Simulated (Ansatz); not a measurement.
Cost and result for the atomization energy of CH7ClFNOSi2, SMILES `CN([SiH2]Cl)[SiH](O)F` (14 atoms, 13 bonds).

```xyz
14

C     0.204    0.617    1.639
N     0.011   -0.031    0.339
Si   -1.572   -0.454   -0.171
Cl   -2.282    0.892   -1.583
Si    1.366   -0.245   -0.689
O     0.851   -0.513   -2.209
F     2.209   -1.537   -0.310
H     0.289   -0.114    2.448
H    -0.623    1.291    1.872
H     1.118    1.218    1.633
H    -2.479   -0.366    0.995
H    -1.611   -1.773   -0.830
H     2.282    0.903   -0.532
H     0.238    0.113   -2.602
```

The species carries charge 0 and has multiplicity 1. Geometry: relaxed with PBE0-D4/def2-TZVP. It is one conformer, not always the lowest. Program: Ansatz. All runs use 2 threads of an AMD EPYC 7R13 on a shared host and a share of an NVIDIA H100 80 GB. Times are those of one run each, without the atoms' runs, and a repeat can differ threefold. Electronic energies, without spin–orbit coupling; frozen cores. CCSD(T)/CBS adds CCSD(T) − MP2 in def2-TZVPP to the MP2 limit, and its time is that of the two runs behind it. T1 = 0.011. B3LYP takes the VWN-RPA correlation (the form of Gaussian; ORCA's B3LYP/G).

CCSD(T)/CBS is a level of theory with its own doubt, some kJ/mol a heavy atom from the limit and from the frozen cores, so smaller differences don't rank the functionals.

| level | functions | wall time | atomization (kJ/mol) | difference from CCSD(T)/CBS | per bond |
| --- | --- | --- | --- | --- | --- |
| B2PLYP/def2-TZVPP | 348 | 6.5 s | 5173.7 | -88.5 | -6.8 |
| PBE-D4/def2-TZVPP (with forces) | 348 | 7 s | 5287.0 | 24.8 | 1.9 |
| B3LYP-D4/def2-TZVPP (with forces) | 348 | 7.5 s | 5224.7 | -37.5 | -2.9 |
| ωB97X-V/def2-TZVPP | 348 | 7.5 s | 5268.6 | 6.4 | 0.5 |
| r2SCAN-D4/def2-TZVPP (with forces) | 348 | 8 s | 5240.1 | -22.1 | -1.7 |
| MP2/def2-QZVPP | 648 | 8 s | 5308.6 | 46.4 | 3.6 |
| PBE0-D4/def2-TZVPP | 348 | 9 s | 5204.4 | -57.8 | -4.4 |
| ωB97M-V/def2-TZVPP (with forces) | 348 | 10 s | 5265.5 | 3.3 | 0.3 |
| CCSD(T)/def2-TZVPP | 348 | 13 s | 5100.7 | -161.5 | -12.4 |
| CCSD(T)/CBS(def2) | – | 21 s | 5262.2 | 0.0 | 0.0 |

From PBE to PBE0 (25 % exact exchange), in def2-TZVPP and without D4, the atomization energy moves by −76.7 kJ/mol: exact exchange takes away binding that semilocal exchange gives to molecules. The D4 term adds +65.9 kJ/mol with B3LYP and +35.1 kJ/mol with PBE0; it sums over pairs of atoms, weighted by their polarisabilities, and B3LYP, whose exchange is more repulsive, gets the larger term. In def2-TZVPP, CCSD(T) changes the Hartree–Fock value by +1279.7 kJ/mol (the triples alone add +75.4 kJ/mol) and MP2 by +1390.0 kJ/mol; breaking electron pairs costs correlation energy, which Hartree–Fock lacks.
